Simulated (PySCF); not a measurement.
HNSi, SMILES [SiH]#N.

Geometry optimised at B3LYP-D3(BJ)/def2-TZVPD.

Computed with TDDFT-CAM-B3LYP/def2-TZVPD (PySCF).

Vertical excitations; the highest root listed may be one member of a degenerate set. Isolated molecule, no solvent. State labels are in the subgroup C2v.

Computed excitation energies, oscillator strengths and character:
| state | symmetry | energy (eV) | λ (nm) | f | main pairs |
|---|---|---|---|---|---|
| S1 | A2 | 3.65 | 340 | 0.000 | HOMO→LUMO+1 49 %, HOMO−1→LUMO+2 49 % |
| S2 | B1 | 3.80 | 326 | 0.036 | HOMO−1→LUMO (degenerate set) |
| S3 | B2 | 3.80 | 326 | 0.036 | HOMO→LUMO (degenerate set) |
| S4 | A1 | 3.97 | 312 | 0.000 | HOMO→LUMO+2, HOMO−1→LUMO+1 (degenerate set) |
| S5 | A2 | 3.97 | 312 | 0.000 | HOMO−1→LUMO+2, HOMO→LUMO+1 (degenerate set) |
| S6 | A1 | 4.73 | 262 | 0.001 | HOMO−2→LUMO 62 %, HOMO−1→LUMO+1 18 %, HOMO→LUMO+2 18 % |
| S7 | B2 | 5.19 | 239 | 0.009 | HOMO−2→LUMO+2 (degenerate set) |
| S8 | B1 | 5.19 | 239 | 0.009 | HOMO−2→LUMO+1 (degenerate set) |
| S9 | B1 | 7.07 | 175 | 0.066 | HOMO−1→LUMO+3 (degenerate set) |
| S10 | B2 | 7.07 | 175 | 0.066 | HOMO→LUMO+3 (degenerate set) |
| T1 | A1 | 2.68 | 462 | 0 | HOMO→LUMO+2 46 %, HOMO−1→LUMO+1 46 % |
| T2 | B2 | 2.98 | 416 | 0 | HOMO→LUMO (degenerate set) |
| T3 | B1 | 2.98 | 416 | 0 | HOMO−1→LUMO (degenerate set) |
| T4 | A1 | 3.13 | 396 | 0 | HOMO−1→LUMO+1 48 %, HOMO→LUMO+2 48 % |
Triplets are in the Tamm–Dancoff approximation, which puts them higher than full response would, so one can lie above its singlet here.
